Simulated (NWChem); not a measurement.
C$_{4}$H$_{7}$Cl; SMILES C/C=C(\C)Cl

Results from NWChem. Pople sets run with spherical d functions. STO-3G and 3-21G are far too small for this property and stand as cheap habits. The geometry was optimised at B3LYP/6-31G* (spherical d). B3LYP is NWChem's, with the RPA form of VWN correlation. Field at 589 nm.

### Question
Among these, which level gives the lowest value of “isotropic polarisability (bohr³)”?
A) B3LYP/def2-SVP
B) B3LYP/6-31G*
C) B3LYP/STO-3G

### Answer
C, B3LYP/STO-3G. Values: B3LYP/STO-3G 28.8; B3LYP/6-31G* 54.7; B3LYP/def2-SVP 55.9
